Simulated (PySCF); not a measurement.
Electron correlation in S³⁺ (sulfur, charge +3)

[Ne] 3s2 3p1, 2P determinant. Calculation: PySCF 2.14, in aug-cc-pV(T+d)Z (6s5p4d2f, 55 functions); the non-relativistic Hamiltonian (point nucleus). Frozen: [Ne]; 3 electrons correlated.

| level | correlation energy (mhartree) |
| --- | --- |
| CCSD | -70.66 |
| (T) | -1.02 |
| CCSD(T) | -71.68 |
| CCSDT | -72.05 |

Diagnostics: T1 = 0.010, D1 = 0.0239, largest double amplitude 0.107.

Q: Is a single reference adequate?

A: Mostly. T1 lies below 0.03, but a double amplitude of this size points to a near-degeneracy that CCSD handles and MP2 describes poorly.
